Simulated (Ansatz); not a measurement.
Basis-set extrapolation for CH₈O₄Si₂ (`CO[SiH2]O[SiH](O)O`) (PBE0-D4/def2-TZVP geometry, frozen core, the Gaussian-basis code of Ansatz). Multiplicity 1, RHF reference.

|  | def2-TZVPP | def2-QZVPP |
| --- | --- | --- |
| HF | -920.287831 | -920.324415 |
| MP2 correlation | -1.361256 | -1.469937 |
| CCSD(T) correlation | -1.451895 | not run |

Energies in hartree. Use E(X) = E(∞) + A·exp(−7.88·√X) for Hartree–Fock and E(X) = E(∞) + B·X^(−2.97) for correlation, with X = 3 and 4, and add CCSD(T) minus MP2 of the smaller set to the MP2 limit.

Task: What is the CCSD(T) energy at the basis-set limit?

Result: HF limit: -920.324415 + (-0.036584) × 0.13774 = -920.32945. MP2 limit: -1.469937 + (-0.108681) × 0.74074 = -1.55044. Higher-order term: -1.451895 − (-1.361256) = -0.09064. Total: -921.97053 hartree, 606.0 kJ/mol below CCSD(T)/def2-TZVPP.
